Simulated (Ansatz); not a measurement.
The same path of ClH5HfO4 (11 atoms, charge 0, multiplicity 1) was run twice with different band settings. Lost on the way: Hf1–Cl2, O9–H11. Made: Cl2–H11.

All numbers below come from Ansatz, RKS B3LYP-D4/def2-SVP.

Relaxed end points:

```xyz
11
Properties=species:S:1:pos:R:3
Hf -0.096 0.015 0.312
Cl -0.384 -0.149 2.734
O 1.752 -0.172 -0.417
H 2.093 -0.870 -0.985
O -1.231 1.298 -0.576
H -1.644 1.969 -1.119
O -0.796 -1.703 -0.216
H -1.277 -2.509 -0.403
O 1.232 1.840 1.095
H 2.094 1.559 0.741
H 1.297 1.820 2.062
```

```xyz
11
Properties=species:S:1:pos:R:3
Hf 0.409 0.099 -0.239
Cl -1.086 1.091 3.023
O 1.724 -0.206 -1.624
H 2.162 -0.462 -2.436
O -0.927 1.341 -0.878
H -1.699 1.900 -0.971
O -0.372 -1.591 0.283
H -0.918 -2.258 0.701
O 1.371 0.899 1.323
H 2.253 1.183 1.582
H 0.122 1.102 2.466
```

Common settings: spring 5.0 eV/Å²; optimiser quadratic models (default); start path through a guess of the saddle point; force threshold 0.05 eV/Å; iteration limit 60; end points relaxed.

| run | movable images | climbing image |
| --- | --- | --- |
| 1 | 7 | yes |
| 2 | 4 | no |

Task: What does each run give, and how far can it be trusted?

Result: Run 1: converged after 26 iterations, highest image 0.890 eV above the first end. A vibrational analysis at the climbing image gives one clearly imaginary mode, 219i cm⁻¹: a first-order saddle point.
Run 2: converged after 23 iterations, highest image 0.892 eV above the first end. No image climbed, so the highest image needn't sit at the top of the path.
The orbitals stay closed-shell, which can raise the energy where a bond breaks towards radicals; this wasn't checked here.
